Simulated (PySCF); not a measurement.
SMILES C=CCCC#N, GFN2-xTB optimised geometry.

```
13

C      1.40    -1.34    -0.95
C      0.66    -0.80     0.00
C     -0.83    -0.80     0.00
C     -1.39     0.64     0.00
C     -1.02     1.34     1.21
N     -0.73     1.88     2.17
H      2.48    -1.31    -0.91
H      0.97    -1.84    -1.80
H      1.12    -0.30     0.84
H     -1.20    -1.32     0.89
H     -1.21    -1.32    -0.88
H     -2.48     0.62    -0.07
H     -0.99     1.19    -0.86
```

Density from PBE/def2-TZVP in PySCF 2.14.0 at that geometry.

Minimum of the electron density along straight lines between bonded atoms, close to the bond critical point (lines longer than 1.1 times the sum of covalent radii, or with two minima, are not listed):

```tsv
bond	length / Å	ρ at the minimum / e bohr⁻³	∇²ρ there / e bohr⁻⁵	position (fraction from the first atom)
C1–C2	1.319	0.357	-1.08	0.50
C2–C3	1.497	0.259	-0.65	0.50
C3–C4	1.540	0.233	-0.53	0.49
C4–C5	1.440	0.276	-0.75	0.46
C5–N6	1.143	0.502	-0.18	0.35
C1–H7	1.076	0.286	-1.00	0.64
C1–H8	1.078	0.284	-0.99	0.64
C2–H9	1.082	0.285	-0.99	0.65
C3–H10	1.094	0.276	-0.93	0.64
C3–H11	1.092	0.278	-0.94	0.64
C4–H12	1.094	0.276	-0.93	0.65
C4–H13	1.094	0.276	-0.93	0.65
```
